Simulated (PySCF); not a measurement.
**How the method changes the constants of SiPb⁺**

State: ⁴Σ⁻ (quartet), unpaired electrons σ ↑, π ↑↑. Set-up: PySCF, scalar-relativistic core potentials, basis sets Si def2-SVP, Pb def2-SVP with ECP60. De refers to Si + Pb⁺ in their high-spin ground configurations, without counterpoise correction. The functionals are run spin-unrestricted. A positive dipole points towards Pb; it is taken about the centre of mass and depends on that origin.

| Level | Re (Å) | ωe (cm⁻¹) | De (eV) | μ (D) |
| --- | --- | --- | --- | --- |
| UHF | 2.615 | 305 | n/a | -1.46 |
| UHF-MP2 | 2.613 | 301 | n/a | n/a |
| UHF-SCS-MP2 | 2.598 | 312 | n/a | n/a |
| UHF-CCSD | 2.636 | 286 | n/a | n/a |
| UHF-CCSD(T) | 2.649 | 276 | n/a | n/a |
| PBE | 2.667 | 263 | n/a | -2.28 |
| PBEsol | 2.641 | 273 | n/a | -2.40 |
| r²SCAN | 2.638 | 278 | n/a | -2.19 |
| M06-L | 2.649 | 278 | n/a | -1.25 |
| B3LYP | 2.663 | 267 | n/a | -2.36 |
| PBE0 | 2.624 | 286 | n/a | -2.08 |
| LC-ωPBE | 2.559 | 325 | n/a | -1.72 |

(1) What does a quarter of exact exchange do here, going from PBE to PBE0?

(2) What does all correlation do here, going from UHF to UHF-CCSD(T)?

Correlated steps freeze 9 core orbitals. These are scalar-relativistic numbers at best; spin–orbit coupling would shift them, the dissociation energy most. The state was picked by a PBE0 search and need not be the measured ground state.

The whole job (state search and all levels along the bond) took about 1.2 min on 1 thread of Intel Xeon 6975P-C (shared host), peak memory 0.51 GiB.

Answers

(1) PBE0 less PBE: -4.3 pm in Re, +8.7 % in ωe. Exact exchange removes part of the self-interaction that spreads semilocal densities, and in most molecules shortens and stiffens the bond and lowers De; so it does here.

(2) UHF-CCSD(T) less UHF: +3.4 pm in Re, -9.5 % in ωe. Correlation nearly always deepens the well. The bond lengthens, as in strong covalent bonds, where excitations into antibonding orbitals dominate.
